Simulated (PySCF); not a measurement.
# I²⁺ (iodine, charge +2) across methods

[Kr] 4d10 5s2 5p3, high-spin 4S determinant. Calculation: PySCF 2.14, in aug-cc-pVQZ-PP with one added diffuse shell each of s, p, d, f, g type with ECP28MDF (8s8p6d4f3g, 117 functions); a scalar-relativistic core potential.

```csv
method,E (hartree),mean ε 5s α (eV),mean ε 5s β (eV),mean ε 5p α (eV),Σ⟨r²⟩ (bohr²),⟨S²⟩
PBE0,-294.6226,-39.351,-35.582,-26.889,39.83,3.751
r2SCAN,-294.7287,-37.980,-34.466,-25.998,39.76,3.751
PBE,-294.5974,-37.030,-34.544,-25.464,39.85,3.751
LDA,-294.1713,-37.214,-35.103,-25.536,39.85,3.750
UHF,-293.66293,-45.287,-37.239,-30.313,40.21,3.752
revPBE,-294.6612,-36.997,-34.352,-25.446,39.82,3.751
wB97X-V,-294.5883,-42.116,-38.320,-29.103,39.87,3.751
B3LYP,-294.6977,-38.769,-35.708,-26.444,39.89,3.750
```

Energies and moments cover only the electrons outside the core potential.
